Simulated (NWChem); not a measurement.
Molecule: C4H7Cl; SMILES C(CCl)C=C

```xyz
12

C      0.2481     2.9087     0.3550
C     -0.2770     1.8792    -0.3107
C      0.3326     0.5143    -0.4062
C     -0.5582    -0.5423     0.2271
Cl     0.1315    -2.1821     0.0402
H     -0.2482     3.8823     0.3855
H      1.2003     2.8185     0.8884
H     -1.2339     2.0184    -0.8310
H      0.4905     0.2439    -1.4647
H      1.3207     0.4974     0.0800
H     -1.5552    -0.5596    -0.2365
H     -0.6830    -0.3634     1.3041
```
Atoms are numbered in this order, from 1.

Results from NWChem. Medium grid unless said otherwise, to which SCAN and Minnesota functionals are sensitive. Geometry: optimised at PBE0/def2-SVP. Not confirmed as a minimum by frequencies.

Task: Predict the results for M05-2X/def2-SVP. Quantities: highest occupied level (eV); orbital gap (eV); dipole (D).

Result: 
| Property | Value |
|---|---|
| highest occupied level (eV) | -8.93 |
| orbital gap (eV) | 10.07 |
| dipole (D) | 1.84 |
